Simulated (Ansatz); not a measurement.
CH8AlGeNO2, singlet, geometry from GFN2-xTB (such geometries of metal compounds can be far from the true shape), with bond 10-3 at 2.4 times its length; Ansatz (an electronic-structure program) with CASSCF(4,6)/STO-3G.

Input for Ansatz:
Ansatz 0.2 input:
```yaml
crystal:
  periodic: [false, false, false]
  atoms:
    - {symbol: Ge, position_ang: [-1.44091363, -0.56849817, 0.63599816]}
    - {symbol: N, position_ang: [-0.26642864, 0.36665733, -0.39110442]}
    - {symbol: C, position_ang: [-0.90270098, 1.26059238, -1.35158642]}
    - {symbol: Al, position_ang: [1.53479977, 0.23864218, -0.28017692]}
    - {symbol: O, position_ang: [2.05826647, -0.82643401, 0.85484245]}
    - {symbol: O, position_ang: [2.51779231, 1.13155609, -1.25226980]}
    - {symbol: H, position_ang: [-2.32896593, 0.41608329, 1.36051202]}
    - {symbol: H, position_ang: [-0.71564086, -1.44939305, 1.58872332]}
    - {symbol: H, position_ang: [-2.34389897, -1.36642337, -0.27550094]}
    - {symbol: H, position_ang: [0.89628339, 2.54092760, -2.75525558]}
    - {symbol: H, position_ang: [-1.54432908, 0.70007594, -2.04229073]}
    - {symbol: H, position_ang: [-1.53176660, 1.99962175, -0.84061609]}
    - {symbol: H, position_ang: [2.66694935, -1.32469797, 1.37935873]}
    - {symbol: H, position_ang: [2.78035146, 1.74912893, -1.91671052]}
basis:
  gaussian:
    orbitals: STO-3G
hamiltonian:
  xc: hf
magnetization: {spin_polarized: false}
correlation: {active_space: {window: {electrons: 4, orbitals: 6}}}
```

Output, abridged:

```
Functional definition: HF
673 factors; integrals over basis functions are off by at most 5.0e-5 eV
mean field evaluation 1: about -68946.7750 eV, gradient 3.7e1 eV
mean field evaluation 2: about -68946.8952 eV, gradient 3.7e1 eV
mean field evaluation 4: about -68953.2733 eV, gradient 8.7e0 eV
mean field evaluation 8: about -68953.6740 eV, gradient 2.6e-2 eV
mean field evaluation 16: about -68949.7704 eV, gradient 7.2e-2 eV
mean field -68953.66829513 eV, -2534.0005713711 hartree, gradient 1.3e-6 eV, S^2 0.000000; 1 other end points of the search recorded, 0 dependent functions left out
reference -68953.66829513 eV, -2534.0005713711 hartree; 41, 41 occupied and 14, 14 virtual orbitals, 673 factors
state -68958.85716953 eV, -2534.1912589882 hartree
Total energy: -68958.85716953 eV, -2534.1912589882 hartree
```
